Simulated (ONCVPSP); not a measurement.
## Eu: variants of one ONCV potential

Base potential:

ONCVPSP 4.0.1 input, shortened (lines: element, Z, core and valence counts, functional; n l f; lmax; l rc ep ncon nbas qcut; lloc lpopt rc5 dvloc0; l nproj debl; icmod fcfact rcfact), PBE, fully relativistic:

```
  Eu 63.00   10    4        4      upf
    1    0    2.00
    2    0    2.00
    2    1    6.00
    3    0    2.00
    3    1    6.00
    3    2   10.00
    4    0    2.00
    4    1    6.00
    4    2   10.00
    4    3    6.00
    5    0    2.00
    5    1    6.00
    5    2    1.00
    6    0    1.75
    2
    0    2.05    0.00    4    8    6.50
    1    1.50    0.00    3    8    5.10
    2    3.55    0.00    5   10    3.50
    4    3    1.25    0.00
    0    2    4.00
    1    2    0.90
    2    1    2.80
    2    0.60    0.70
```

Open shells are filled in proportion to 2j + 1.

In the p channel the program set the typed energies aside and used -0.988, 0.250 Ha (j = l + 1/2; the other j can differ).

Cutoffs, loose and tight: the cutoffs (Ha) at which the residual kinetic energy of the hardest occupied pseudo-wave falls to 1 and 0.1 mHa per electron. They do not see the model core or the augmentation charge, which bear on the density cutoff. Test errors are all-electron minus pseudo excitation energies from the reference, over the configurations 5s2 5p6 5d1 6s2; 5s2 5p6 5d1 6s1; 5s2 5p6 5d1 6s0; 5s2 5p6 5d1 6s1 6p1. A dash means not determined; rows that change the core or the reference have their own tests.

```csv
change,outcome,"cutoff, loose","cutoff, tight",bound ghosts,GHOST(+) flags above zero,largest test error (meV)
base,"generated, projector energies reset by the program",39 Ha,106 Ha,none,"s, d5/2, d3/2",+5.8
s: rc 1.42,"failed: ERROR pspot: first pseudo wave function has node, program will stop",–,–,–,–,–
s: rc 1.56,"failed: ERROR pspot: first pseudo wave function has node, program will stop",–,–,–,–,–
s: rc 1.82,"generated, projector energies reset by the program",39 Ha,106 Ha,none,"s, d5/2, d3/2",+6.7
s: rc 1.98,"generated, projector energies reset by the program",39 Ha,106 Ha,none,"s, d5/2, d3/2",+6.1
s: rc 2.24,"generated, projector energies reset by the program",39 Ha,106 Ha,none,"s, d5/2, d3/2",+4.8
s: rc 2.42,"generated, projector energies reset by the program",39 Ha,106 Ha,none,"s, d5/2, d3/2",+3.9
s: rc 2.58,"generated, projector energies reset by the program",39 Ha,106 Ha,none,"s, d5/2, d3/2",+3.2
s: rc 2.82,"generated, projector energies reset by the program",39 Ha,106 Ha,none,"s, d5/2, d3/2",+2.6
s: rc 3,"generated, projector energies reset by the program",39 Ha,106 Ha,none,"s, d5/2, d3/2",+1.7
```

Reading the sweep of the s radius (base included, trends over the rows without a ghost): The loose cutoff stays near 39 Ha. The median size of the test errors (rows with all tests solved) stays near 0.5 meV. The generation fails at 1.42, 1.56 bohr.
